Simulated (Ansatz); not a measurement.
Relaxation of BrGeH5OSi (9 atoms, charge 0, multiplicity 1), to a largest force component of 0.02 eV/Å in at most 50 steps.

These are results of RKS PBE0/def2-SVP in Ansatz 0.2.0, not measurements.

```xyz
9
Properties=species:S:1:pos:R:3
O 0.345 0.929 -1.791
Ge -0.499 0.613 -0.240
Si 0.674 -1.014 0.861
Br -2.587 -0.137 -0.624
H -0.251 1.689 -2.217
H -0.543 1.918 0.623
H 2.102 -0.533 1.120
H 0.789 -2.218 0.048
H 0.059 -1.293 2.202
```

**Question.** Where does it end, and by what steps?

**Answer.** The run converged. After 8 steps the energy has fallen by 0.377 eV; H6 moved furthest, 0.19 Å.

```tsv
step	energy less start (eV)	largest force component (eV/Å)	accepted
0	0.0000	2.623	yes
1	-0.3078	0.896	yes
2	-0.3355	0.841	yes
3	-0.3234	0.602	no
4	-0.3691	0.360	yes
5	-0.3751	0.102	yes
6	-0.3761	0.057	yes
7	-0.3748	0.084	no
8	-0.3765	0.010	yes
```

```xyz
9
Properties=species:S:1:pos:R:3
O 0.309 0.973 -1.750
Ge -0.483 0.681 -0.187
Si 0.755 -1.041 0.892
Br -2.636 -0.129 -0.571
H -0.150 1.623 -2.295
H -0.694 2.017 0.555
H 2.151 -0.578 1.150
H 0.758 -2.238 0.005
H 0.079 -1.354 2.185
```

Run time: 30 s on 2 threads of Intel(R) Xeon(R) Platinum 8488C (Sapphire Rapids) (shared host), peak memory 0.36 GiB.
